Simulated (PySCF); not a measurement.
Input for PySCF: R-HF/3-21G on C2H5BO (SMILES C=CBO).

```python
from pyscf import gto, scf, dft, mp
from pyscf.data.elements import chemcore

mol = gto.M(
    atom='''
    C    -1.55312262   -0.04801589    0.23380159
    C    -0.27873718   -0.39533566    0.43140739
    B     0.89222908    0.50448063   -0.03922930
    O     2.19914996    0.18051190    0.14620624
    H    -1.80531513    0.88124275   -0.26588482
    H    -2.38771512   -0.66196497    0.55475821
    H    -0.08583056   -1.34114985    0.93929706
    H     0.68326195    1.54087531   -0.59562191
    H     2.33607963   -0.66064418    0.59681770
    ''',
    basis='3-21g',
    charge=0, spin=0, verbose=3, max_memory=1800)
mf = scf.RHF(mol)
mf.conv_tol = 1e-8
mf.max_cycle = 100
mf.kernel()
if not mf.converged:
    mf = mf.newton().run(mf.mo_coeff, mf.mo_occ)
```

It printed:

```
converged SCF energy = -177.23725892945
```

The calculation finished and met its thresholds.

Cost: roughly 0.5 core-seconds.
